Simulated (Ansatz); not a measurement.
Conformers of ClGeH6NO2Si, SMILES `[OH][GeH2][NH][SiH](O)Cl`, each relaxed with PBE0-D4/def2-TZVP in Ansatz. CBS adds the triple-zeta coupled-cluster correction to the MP2 limit.

Outer-core shells of Ge are correlated without core-valence functions. Scalar relativity is left out up to krypton. Spin–orbit coupling is left out.

Not all of them had a frequency check.

Conformer A:

Cartesian coordinates in Å:
```
O 0.356 2.002 0.393
Ge 1.166 0.472 0.871
N 0.574 -0.782 -0.324
Si -1.078 -1.016 -0.704
O -1.886 0.322 -0.256
Cl -1.911 -2.596 0.316
H 0.755 2.407 -0.381
H 0.656 0.253 2.295
H 2.693 0.585 0.741
H 1.265 -1.409 -0.705
H -1.238 -1.359 -2.131
H -1.353 1.120 -0.114
```

Conformer B:

Z-matrix (Å, degrees):
```
Ge
N 1 1.821
O 1 1.799 2 103.7
H 1 1.536 2 108.9 3 -117.9
H 1 1.537 2 112.9 3 115.5
Si 2 1.714 1 124.4 3 -43.7
H 2 1.009 1 114.8 3 115.8
H 3 0.960 1 113.5 2 160.0
O 6 1.624 2 108.4 1 8.7
Cl 6 2.061 2 107.2 1 131.7
H 6 1.473 2 115.2 1 -111.3
H 9 0.970 6 114.6 2 33.5
```

Which is lowest in electronic energy at CCSD(T)/CBS (frozen core, def2 sets), and by how much? (An estimate is asked.)

Ansatz gave: B; A lies 3.2 kJ/mol higher.

Give the energies relative to B (kJ/mol) with B2PLYP/def2-TZVPP, PBE/def2-TZVPP, HF/def2-TZVPP, CCSD/def2-TZVPP, SCS-MP2/def2-QZVPP, HF/CBS(def2), MP2/CBS(def2). (Best estimate.)

Computed: 
```
             level    A
 B2PLYP/def2-TZVPP  3.7
    PBE/def2-TZVPP  3.4
     HF/def2-TZVPP  4.2
   CCSD/def2-TZVPP  3.6
SCS-MP2/def2-QZVPP  3.5
      HF/CBS(def2)  4.1
     MP2/CBS(def2)  3.2
```
